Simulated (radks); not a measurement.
Results of a calculation; reference values are marked as such.
All-electron atom: Ge XIII in [Ar] 3d2.

Code: a radial shooting solver on a logarithmic mesh with Libxc functionals. Model: Dirac Kohn-Sham, PBE, spin-unpolarised, spherical densities, point nucleus; open shells are shared between the two j in proportion to 2j + 1.

Energy parts (hartree):
part                       energy
total                 -2036.00325
kinetic                2081.37051
electron-nucleus      -4645.38958
Hartree                 595.92897
exchange-correlation    -67.91315

Orbitals (lengths in bohr, moments of r in powers of bohr; <r^-3> diverges for s and p1/2; r(max) is where P^2 peaks):
| orbital | occ. | eigenvalue (hartree) | <r> | r(max) | <r^-3> |
|---|---|---|---|---|---|
| 1s1/2 | 2 | -415.9465 | 0.04701 | 0.03073 | - |
| 2s1/2 | 2 | -63.84871 | 0.2091 | 0.1760 | - |
| 2p1/2 | 2 | -58.29298 | 0.1807 | 0.1392 | - |
| 2p3/2 | 4 | -57.11965 | 0.1843 | 0.1422 | 960.9 |
| 3s1/2 | 2 | -17.79164 | 0.5689 | 0.5177 | - |
| 3p1/2 | 2 | -15.92831 | 0.5638 | 0.5053 | - |
| 3p3/2 | 4 | -15.72144 | 0.5707 | 0.5118 | 170.9 |
| 3d3/2 | 0.8 | -12.67406 | 0.5374 | 0.4364 | 23.78 |
| 3d5/2 | 1.2 | -12.63677 | 0.5394 | 0.4381 | 23.21 |
| 4s1/2 | 0 | -7.75805 | 1.206 | 1.171 | - |
| 4p1/2 | 0 | -7.09289 | 1.241 | 1.203 | - |
| 4p3/2 | 0 | -7.03494 | 1.251 | 1.214 | 48.05 |
| 4d3/2 | 0 | -5.99538 | 1.298 | 1.254 | 6.674 |
| 4d5/2 | 0 | -5.98476 | 1.301 | 1.256 | 6.516 |

The highest occupied level is 3d5/2 at -343.86 eV. For comparison, the ionisation energy in NIST's Atomic Spectra Database is 367 eV (theoretical). In exact Kohn-Sham theory the highest level is minus the ionisation energy, but local and semilocal functionals leave it too shallow, through self-interaction and a potential that decays too fast; potentials with the right tail come closer. The density falls to 0.001 e/bohr^3 at r = 1.58 bohr. Summed over all electrons, <r^2> = 4.018 bohr^2, which gives a Langevin (diamagnetic) susceptibility term of -3.18 x 10^-6 cm^3/mol.

Beside tabulated values, note that spin-unpolarised runs miss the spin-polarisation part of the exchange energy of open shells.
